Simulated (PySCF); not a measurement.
Compound: CH₁₃N₃OSi₄.
Numbering: `[OH:1][Si@H:2]1[NH:3][SiH2:4][NH:5][SiH2:6][CH2:7][NH:8][SiH2:9]1`

NICS is the negative of the GIAO shielding at a point without a nucleus: at the ring centre (0) and 1 Å above and below it (1); zz is the component along the ring normal. Level: GIAO PBE0/pcSseg-1 (PySCF, non-relativistic, gas phase) on the GFN2-xTB geometry, one conformer.

Ring bond lengths (Å), with Mayer bond orders in brackets: Si2–N3 1.747 (0.91), N3–Si4 1.726 (1.00), Si4–N5 1.743 (0.96), N5–Si6 1.726 (0.97), Si6–C7 1.906 (0.88), C7–N8 1.452 (0.92), N8–Si9 1.718 (0.99), Si9–Si2 2.292 (0.88).

Problem. Give the NICS values of each ring in ppm.

Solution. 
| ring | type | NICS(0) | NICS(1), two faces | NICS(1)zz, two faces | rms pucker (Å) | centre to ring atoms, mean (Å) |
| --- | --- | --- | --- | --- | --- | --- |
| Si2–N3–Si4–N5–Si6–C7–N8–Si9 | 8-membered ring with 3 N and 4 Si; formal bonds all single | -0.5 | -0.2 / -1.7 | 5.9 / 3.9 | 0.40 | 2.14 |

Problem. What do they say, and how far can they be read as aromaticity?

Solution. 
- Si2–N3–Si4–N5–Si6–C7–N8–Si9: mean NICS(1)zz 4.9 ppm, deshielded. Si2, Si4, Si6, C7, Si9 have four or more neighbours; no verdict on aromaticity is drawn.

Problem. At the first NICS(1) probe listed for ring Si2–N3–Si4–N5–Si6–C7–N8–Si9, 1 Å off the ring, what do the in-plane components average?

Solution. The isotropic value is a third of the trace: (3 × -0.2 − (5.9))/2 = -3.2 ppm.

Problem. What are the shieldings of the ring atoms and their hydrogens in the same run (means over atoms taken as equivalent)?

Solution. 
| atoms | environment | σ isotropic (ppm) | principal values of the symmetric part, first atom (ppm) |
| --- | --- | --- | --- |
| Si2 | oxygen-bound silicon | 359.6 | 335.5, 359.3, 384.2 |
| N3 | nitrogen bridging silicon atoms | 201.2 | 164.6, 202.3, 236.7 |
| Si4 | SiH2 silicon | 397.9 | 339.4, 412.1, 442.3 |
| N5 | nitrogen bridging silicon atoms | 238.3 | 194.5, 245.5, 275.0 |
| Si6 | SiH2 silicon | 382.8 | 344.0, 374.7, 429.7 |
| C7 | sp3 carbon bound to nitrogen | 150.9 | 128.0, 140.8, 183.9 |
| N8 | silicon-bound nitrogen | 263.1 | 214.8, 254.6, 320.0 |
| Si9 | SiH2 silicon | 405.3 | 351.6, 374.7, 489.7 |
| H on Si2 | Si–H hydrogen | 25.81 | 23.0, 24.3, 30.1 |
| H on N3 | N–H hydrogen | 30.84 | 24.1, 29.2, 39.2 |
| H on Si4 | Si–H hydrogen | 26.94 | 22.2, 25.6, 33.0 |
| H on Si4 | Si–H hydrogen | 26.91 | 23.4, 25.7, 31.7 |
| H on N5 | N–H hydrogen | 31.08 | 22.9, 27.8, 42.5 |
| H on Si6 | Si–H hydrogen | 27.16 | 23.8, 25.1, 32.6 |

The list is cut; further classes of hydrogen are left out.
